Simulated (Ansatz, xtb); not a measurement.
**Relative energy of two isomers of C7H10O**

Structure I: `C#C[C@@H]1CCC[C@H]1O`, a singlet. Structure II: `C#C[C@@H]1CC[C@@H](O)C1`, a singlet. Both are isolated molecules in the gas phase, relaxed with r2SCAN-D4/def2-SVP; each stands in its lowest conformer found.

Problem. Estimate E(II) − E(I) at the level CCSD(T)/def2-SVP + ΔMP2/def2-TZVPP.

Solution. CCSD(T)/def2-SVP + ΔMP2/def2-TZVPP gives E(II) − E(I) = +0.33 kcal/mol, slightly favouring structure I, which is too small a margin to settle the true order.

The same difference at several levels:

```tsv
level	geometry	E(II) − E(I) (kcal/mol)	departure from the last row (kcal/mol)	job, with rough time for the two
r2SCAN-D4/def2-SVP	r2SCAN-D4/def2-SVP	+0.92	+0.59	optimisation, 6.1 min
HF/def2-SVP	r2SCAN-D4/def2-SVP	+0.65	+0.32	part of the CCSD(T) run
MP2/def2-SVP	r2SCAN-D4/def2-SVP	+0.48	+0.15	part of the CCSD(T) run
CCSD(T)/def2-SVP	r2SCAN-D4/def2-SVP	+0.42	+0.09	single point
CCSD(T)/def2-SVP + ΔMP2/def2-TZVPP	r2SCAN-D4/def2-SVP	+0.33		single point, 4.8 min
```

As drawn, both hold the same kinds of bond in the same numbers.

The largest departure from CCSD(T)/def2-SVP + ΔMP2/def2-TZVPP is that of r2SCAN-D4/def2-SVP, 0.59 kcal/mol. Levels run at GFN2-xTB geometries aren't shown. The last row adds to CCSD(T) the change of the MP2 difference between the two basis sets, here −0.09 kcal/mol.

With thermal terms from frequencies at re-optimised GFN2-xTB minima (ideal gas, soft modes damped towards free rotors, one conformer each, 298.15 K, 1 atm): the zero-point term adds −0.07 kcal/mol; ΔH is +0.27 and ΔG +0.24 kcal/mol.

The correlated steps freeze 8 core orbitals. Programs: Ansatz 0.2.0, xtb 6.7.1; the last row on 2 threads of Arm Neoverse V2 on a shared host.
